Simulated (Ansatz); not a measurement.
Spectroscopic constants of BRu, multiplicity 4 (an upper state: multiplicity 2 came lower at CCSD(T)/def2-TZVPP on PBE0 minima). No spin–orbit coupling. The T1 diagnostic near the minimum is 0.057, so single-reference values are doubtful.

Constants: fifth-degree fit in 1/R to seven points, most abundant isotopes. Runs in def2 and cc sets follow the lowest solution found near the PBE0 minimum.

Codes used: Ansatz (Gaussian basis) for Hartree–Fock, density functionals and correlated methods.  In def2 rows elements past Kr take small-core potentials, without spin–orbit coupling.

```json
[
 {"level": "PBE/def2-TZVPP", "r_e (Å)": "1.774", "ω_e (cm⁻¹)": "839", "α_e (cm⁻¹)": "0.0040", "ω_e x_e (cm⁻¹)": "4.6", "dipole (D)": "2.16"},
 {"level": "PBE0/def2-TZVPP", "r_e (Å)": "1.755", "ω_e (cm⁻¹)": "858", "α_e (cm⁻¹)": "0.0040", "ω_e x_e (cm⁻¹)": "4.7", "dipole (D)": "2.22"},
 {"level": "wB97X-V/def2-TZVPP", "r_e (Å)": "1.745", "ω_e (cm⁻¹)": "875", "α_e (cm⁻¹)": "0.0039", "ω_e x_e (cm⁻¹)": "4.2", "dipole (D)": "2.28"}
]
```

Ansatz is a quantum-chemistry and plane-wave program.
